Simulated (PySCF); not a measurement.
# Partial charges of `C=CS[C@@H](C)C[S@](C)=O`

Species: C₆H₁₂OS₂.
Z-matrix (Å and degrees, GFN2-xTB geometry), rows numbered from 1:
```
C 
C   1  1.3219
S   2  1.7580  1  122.93
C   3  1.8459  2  101.81  1  -178.37
C   4  1.5207  3  108.96  2   141.98
C   4  1.5170  3  109.39  2   -95.06
S   6  1.8603  4  108.32  3    62.64
C   7  1.8450  6   94.74  4   170.05
O   7  1.4642  6  104.80  4    62.10
H   1  1.0761  2  121.92  3     0.18
H   1  1.0756  2  120.86  3  -179.89
H   2  1.0782  1  122.74  3   179.50
H   4  1.0931  3  106.44  2    22.99
H   5  1.0869  4  110.24  3   -58.31
H   5  1.0878  4  110.27  3    61.45
H   5  1.0883  4  110.20  3  -178.38
H   6  1.0898  4  110.63  3  -178.56
H   6  1.0884  4  111.18  3   -55.25
H   8  1.0851  7  107.46  6  -179.69
H   8  1.0836  7  108.69  6    61.24
H   8  1.0842  7  109.57  6   -60.62
```

Density: PBE0/pcSseg-1 (PySCF); schemes: Mulliken, IAO, Hirshfeld and ESP-fitted. The structure is a single GFN2-xTB conformer in the gas phase; no vibrational or solvent corrections.

Q: Atoms with like bonding are taken together and averaged. For which atoms does the sign change between the 4 schemes (beyond +0.03 e in one, beyond −0.03 e in another)?

A: S3 and C4.

Q: At which atom do the 4 schemes differ most?

A: At C4: from -0.473 (Mulliken) to +0.418 e (ESP-fitted), 0.891 e apart.

Q: Which atoms carry the lowest charge in the Mulliken, IAO, Hirshfeld and ESP-fitted schemes?

A: The schemes don't all agree: Mulliken O9 (-0.627); IAO O9 (-0.915); Hirshfeld O9 (-0.359); ESP-fitted C6 (-0.768).

Q: Tabulate the Mulliken, IAO, Hirshfeld and ESP-fitted charges.

A: In e; atoms taken as equivalent share a row and are averaged (×n: the atom named and its like, n in all):

```json
{"atom": "C1", "environment": "terminal =CH2 carbon", "Mulliken": "-0.142", "IAO": "-0.345", "Hirshfeld": "-0.124", "ESP-fitted": "-0.586"}
{"atom": "C2", "environment": "alkene CH carbon", "Mulliken": "-0.337", "IAO": "-0.250", "Hirshfeld": "-0.069", "ESP-fitted": "-0.029"}
{"atom": "S3", "environment": "sulfide sulfur", "Mulliken": "+0.088", "IAO": "+0.114", "Hirshfeld": "+0.020", "ESP-fitted": "-0.217"}
{"atom": "C4", "environment": "sp3 carbon bound to sulfur", "Mulliken": "-0.473", "IAO": "-0.171", "Hirshfeld": "-0.022", "ESP-fitted": "+0.418"}
{"atom": "C5", "environment": "methyl carbon", "Mulliken": "-0.177", "IAO": "-0.417", "Hirshfeld": "-0.119", "ESP-fitted": "-0.546"}
{"atom": "C6", "environment": "sp3 carbon bound to sulfur", "Mulliken": "-0.277", "IAO": "-0.406", "Hirshfeld": "-0.093", "ESP-fitted": "-0.768"}
{"atom": "S7", "environment": "sulfinyl sulfur", "Mulliken": "+0.601", "IAO": "+1.096", "Hirshfeld": "+0.346", "ESP-fitted": "+0.390"}
{"atom": "C8", "environment": "S-methyl carbon", "Mulliken": "-0.380", "IAO": "-0.576", "Hirshfeld": "-0.130", "ESP-fitted": "-0.491"}
{"atom": "O9", "environment": "sulfinyl oxygen", "Mulliken": "-0.627", "IAO": "-0.915", "Hirshfeld": "-0.359", "ESP-fitted": "-0.433"}
{"atom": "H10", "environment": "vinylic hydrogen", "Mulliken": "+0.114", "IAO": "+0.150", "Hirshfeld": "+0.042", "ESP-fitted": "+0.269"}
{"atom": "H11", "environment": "vinylic hydrogen", "Mulliken": "+0.124", "IAO": "+0.161", "Hirshfeld": "+0.050", "ESP-fitted": "+0.221"}
{"atom": "H12", "environment": "vinylic hydrogen", "Mulliken": "+0.173", "IAO": "+0.167", "Hirshfeld": "+0.040", "ESP-fitted": "+0.150"}
{"atom": "H13", "environment": "methine hydrogen", "Mulliken": "+0.183", "IAO": "+0.159", "Hirshfeld": "+0.043", "ESP-fitted": "+0.080"}
{"atom": "H14/H15/H16", "environment": "methyl hydrogen", "Mulliken": "+0.127", "IAO": "+0.150", "Hirshfeld": "+0.045", "ESP-fitted": "+0.152"}
{"atom": "H17", "environment": "methylene hydrogen", "Mulliken": "+0.153", "IAO": "+0.145", "Hirshfeld": "+0.045", "ESP-fitted": "+0.277"}
{"atom": "H18", "environment": "methylene hydrogen", "Mulliken": "+0.149", "IAO": "+0.151", "Hirshfeld": "+0.039", "ESP-fitted": "+0.272"}
{"atom": "H19/H20/H21", "environment": "methyl hydrogen", "Mulliken": "+0.149", "IAO": "+0.163", "Hirshfeld": "+0.052", "ESP-fitted": "+0.180"}
```

Mean size of the charges over all atoms: IAO 0.293 e, ESP-fitted 0.292 e, Mulliken 0.230 e, Hirshfeld 0.087 e. Each set sums to the total charge, 0, to within 0.001 e. The Mulliken scheme gives each basis function's population to the atom it is centred on and halves the overlap population of two atoms between them. The IAO scheme counts the electrons in orthogonalised intrinsic atomic orbitals, a minimal basis polarised so that it spans the occupied orbitals exactly.

Some averages cover members that differ in this geometry: H19/H20/H21, ESP-fitted +0.159 to +0.203; H14/H15/H16, ESP-fitted +0.136 to +0.175 e.

Q: How closely do the schemes follow one another over all atoms?

A: Correlation coefficient and root-mean-square difference: IAO with Hirshfeld 0.98, 0.269 e; Mulliken with IAO 0.93, 0.167 e; Mulliken with Hirshfeld 0.90, 0.174 e; IAO with ESP-fitted 0.74, 0.268 e; Hirshfeld with ESP-fitted 0.72, 0.270 e; Mulliken with ESP-fitted 0.59, 0.287 e.

Q: Sum the charges by element, for elements with more than one atom.

A: 
```tsv
element	atoms	Mulliken	IAO	Hirshfeld	ESP-fitted
C	6	-1.786	-2.166	-0.557	-2.003
S	2	+0.689	+1.210	+0.367	+0.173
H	12	+1.724	+1.871	+0.550	+2.263
```
